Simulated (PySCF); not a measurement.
C3H4BNO2, SMILES N1=CB(O)CC1=O. The structure is a stationary point at PBE-D3(BJ)/def2-SVP. The structure was generated by enumeration, and PubChem lists no compound with its InChIKey, so it may never have been made. Other conformers were not sampled.

Computed equilibrium geometry at PBE-D3(BJ)/def2-SVP (PySCF confirms it by a frequency run) as a Z-matrix, and its point group (one conformer of several):
point group Cs.
```
B
O 1 1.3545
H 2 0.9757 1 113.20
C 1 1.5711 2 127.36 3 180.00
H 4 1.1106 1 114.96 2 61.29
H 4 1.1106 5 105.34 1 127.61
C 4 1.5376 5 109.83 6 118.22
O 7 1.2098 4 126.96 5 -57.70
N 7 1.4631 8 120.85 4 180.00
C 9 1.2995 7 109.53 8 180.00
H 10 1.1115 9 117.51 7 180.00
```
